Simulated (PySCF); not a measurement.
GeH₃ITe, SMILES [Te]([GeH3])I.

Geometry: B3LYP-D3(BJ)/def2-SVP. This is a generated structure with no PubChem entry under its InChIKey; it may be hypothetical. The def2 effective core potentials stand for the cores of I, Te; spin–orbit coupling is left out.

All values below come from TDA-B3LYP/def2-SVPD in PySCF 2.14.0.

Vertical excitations. The molecule is in vacuum. State labels are in the subgroup Cs.

| state | symmetry | energy (eV) | λ (nm) | f | main pairs |
|---|---|---|---|---|---|
| S1 | A" | 1.91 | 650 | 0.001 | HOMO→LUMO 100 % |
| S2 | A' | 3.03 | 410 | 0.003 | HOMO−1→LUMO 99 % |
| S3 | A" | 3.58 | 346 | 0.001 | HOMO−2→LUMO 96 % |
| S4 | A" | 3.79 | 327 | 0.003 | HOMO→LUMO+1 96 % |
| S5 | A' | 4.57 | 271 | 0.008 | HOMO−3→LUMO 90 % |
| S6 | A' | 5.14 | 241 | 0.034 | HOMO−1→LUMO+1 93 % |
| S7 | A" | 5.17 | 240 | 0.006 | HOMO→LUMO+2 99 % |
| S8 | A" | 5.58 | 222 | 0.005 | HOMO−2→LUMO+1 98 % |
| S9 | A" | 5.81 | 214 | 0.000 | HOMO→LUMO+4 84 % |
| S10 | A' | 5.82 | 213 | 0.103 | HOMO−4→LUMO 42 %, HOMO→LUMO+5 25 %, HOMO−6→LUMO 21 % |
| T1 | A" | 1.32 | 942 | 0 | HOMO→LUMO 100 % |
| T2 | A' | 2.52 | 493 | 0 | HOMO−1→LUMO 99 % |
| T3 | A" | 3.09 | 401 | 0 | HOMO−2→LUMO 99 % |
| T4 | A" | 3.41 | 363 | 0 | HOMO→LUMO+1 97 % |
Triplets are in the Tamm–Dancoff approximation.
